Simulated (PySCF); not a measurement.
Correlation energy of V²⁺ (vanadium, charge +2)

[Ar] 3d2 4s1, high-spin 4F determinant (an excited configuration). Computed with PySCF 2.14 in ANO-RCC-VTZP (6s5p3d2f1g, 59 functions), with scalar relativity by spin-free X2C-1e. Frozen: [Ar]; 3 electrons correlated.

| level | correlation energy (mhartree) |
| --- | --- |
| CCSD | -12.49 |
| (T) | -0.04 |
| CCSD(T) | -12.53 |

Diagnostics: T1 = 0.0029, D1 = 0.0055, largest double amplitude 0.021.

Cost of the coupled-cluster step: of the order of 1 core-seconds, for 3 correlated electrons.

Iterations:

```
CC2 = 0
CCSD nocc = (np.int64(3), np.int64(0)), nmo = (50, 50)
frozen orbitals [[0, 1, 2, 3, 4, 5, 6, 7, 8], [0, 1, 2, 3, 4, 5, 6, 7, 8]]
max_cycle = 100
direct = 0
conv_tol = 1e-08
conv_tol_normt = 1e-06
diis_space = 8
diis_start_cycle = 0
Init t2, MP2 energy = -0.0101079102399839
Init E_corr(UCCSD) = -0.0101079102400763
cycle = 1  E_corr(UCCSD) = -0.0119200267250282  dE = -0.00181211648  norm(t1,t2) = 0.011869
cycle = 2  E_corr(UCCSD) = -0.0123222610090634  dE = -0.000402234284  norm(t1,t2) = 0.00397949
cycle = 3  E_corr(UCCSD) = -0.0124914906908559  dE = -0.000169229682  norm(t1,t2) = 0.00177451
cycle = 4  E_corr(UCCSD) = -0.0124812023312675  dE = 1.02883596e-05  norm(t1,t2) = 0.00064188
cycle = 5  E_corr(UCCSD) = -0.0124865267622659  dE = -5.324431e-06  norm(t1,t2) = 0.000113949
cycle = 6  E_corr(UCCSD) = -0.0124863702954708  dE = 1.56466795e-07  norm(t1,t2) = 5.81254e-06
cycle = 7  E_corr(UCCSD) = -0.0124863845617231  dE = -1.42662524e-08  norm(t1,t2) = 8.67269e-07
cycle = 8  E_corr(UCCSD) = -0.0124863856470415  dE = -1.0853184e-09  norm(t1,t2) = 8.6548e-07
UCCSD converged
E(UCCSD) = -947.2416427286503  E_corr = -0.01248638564704154
UCCSD(T) correction = -4.38387863537274e-05
```
